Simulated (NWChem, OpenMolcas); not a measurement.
# Predicting a hybrid from its neighbours: CH2F3Si

CH2F3Si has 7 atoms, charge 0, and is taken as a doublet. SMILES: `[CH2][Si](F)(F)F`. Geometry: relaxed at PBE0-D4/def2-TZVP.

The dipole moment y, in D, basis def2-SVP; a is the functional's share of exact exchange. Programs: NWChem 7.3.0, OpenMolcas 26.06.

| functional | program | a | y (D) |
| --- | --- | --- | --- |
| UPBE | OpenMolcas | 0 | 2.17 |
| U-revPBE | OpenMolcas | 0 | 2.15 |
| UB3LYP | OpenMolcas | 0.2 | ? |
| UPBE0 | NWChem | 0.25 | 2.37 |
| UBHLYP | OpenMolcas | 0.5 | 2.48 |

Fit y = c + s·a to the known rows and predict UB3LYP.


1. Means of the 4 rows: a = 0.1875, y = 2.292.
2. Σ(Δa)² = 0.17188, Σ(Δa·Δy) = 0.11313, so the slope is 0.11313/0.17188 = 0.65819.
3. Intercept: 2.292 − (0.65819) × 0.1875 = 2.169. The largest residual of the fit is 0.036.
4. UB3LYP: 2.169 + (0.65819) × 0.2 = 2.30 D.

The run gave 2.31 D, so the prediction is off by -0.01 D, within the largest residual. More exact exchange makes the molecule more polar here.
